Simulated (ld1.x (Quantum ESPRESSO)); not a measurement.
# Plane-wave convergence, ultrasoft potential for europium (Eu)

```json
{"Element": "Eu", "Generator": "ld1.x (Quantum ESPRESSO) 7.5", "Type": "ultrasoft", "Functional": "PBE", "Relativity": "scalar-relativistic", "Frozen core": "[Kr] 4d10", "Valence charge": "17", "Reference configuration": "4f6.5 5s2 5p6 5d0.5 6s2 6p0", "Partial waves": "5s (bound): rcut 1.75, rcutus 1.85 bohr; 6s (bound): rcut 1.75, rcutus 1.85 bohr; 5p (bound): rcut 2.45, rcutus 2.80 bohr; 6p (bound, empty): rcut 2.45, rcutus 2.80 bohr; 5d (bound): rcut 2.40, rcutus 3.20 bohr; 5d channel at 4.4 Ry: rcut 2.40, rcutus 3.20 bohr; 4f (bound): rcut 1.35, rcutus 1.55 bohr; 4f channel at 1.1 Ry: rcut 1.35, rcutus 1.55 bohr", "Local potential": "all-electron potential smoothed inside 2.90 bohr (lloc = -2)", "Core correction": "a·sin(br)/r model core, default radius (core density twice the valence density)", "Augmentation charge": "PSQ, radius 1.25 bohr"}
```

The pseudo-atom Hamiltonian at the reference potential is diagonalised in spherical Bessel functions j_l(qr) that vanish at 20 bohr, with q² up to the cutoff. All-electron valence levels (Ry): 5s -3.4137, 6s -0.2844, 5p -1.8536, 6p -0.0944, 5d -0.1548, 4f -0.3984.

Problem. How do the lowest levels (Ry) of each channel move with the cutoff, and are there ghosts?

Solution.

```tsv
cutoff (Ry)	s #1	s #2	s #3	p #1	p #2	p #3	d #1	d #2	f #1	f #2	Σ f·Δε (mRy)
8	-3.3549	-0.2789	0.0007	-1.8488	-0.0743	0.0531	-0.1526	0.0465	0.0930	0.2021	3352.7
15	-3.4121	-0.2842	-0.0001	-1.8535	-0.0930	0.0458	-0.1547	0.0464	0.0929	0.2006	3198.4
21	-3.4136	-0.2843	-0.0001	-1.8536	-0.0941	0.0454	-0.1548	0.0464	0.0908	0.1228	3180.4
35	-3.4137	-0.2844	-0.0001	-1.8536	-0.0943	0.0453	-0.1548	0.0463	-0.3313	0.0932	436.3
50	-3.4137	-0.2844	-0.0001	-1.8536	-0.0943	0.0453	-0.1548	0.0463	-0.3927	0.0931	37.0
70	-3.4137	-0.2844	-0.0001	-1.8537	-0.0943	0.0453	-0.1548	0.0463	-0.3975	0.0931	6.3
90	-3.4137	-0.2844	-0.0001	-1.8537	-0.0943	0.0453	-0.1548	0.0463	-0.3982	0.0931	1.3
120	-3.4137	-0.2844	-0.0001	-1.8537	-0.0943	0.0453	-0.1548	0.0463	-0.3983	0.0931	0.5
400	-3.4137	-0.2844	-0.0001	-1.8537	-0.0943	0.0453	-0.1548	0.0463	-0.3984	0.0931	0.0
```

Result: no extra level below or beside the all-electron valence levels (s, p, d, f tested); 10 mRy is reached at 60 Ry and 1 mRy at 100 Ry.

Test run stopped at test 1 of 7 (negative rho).
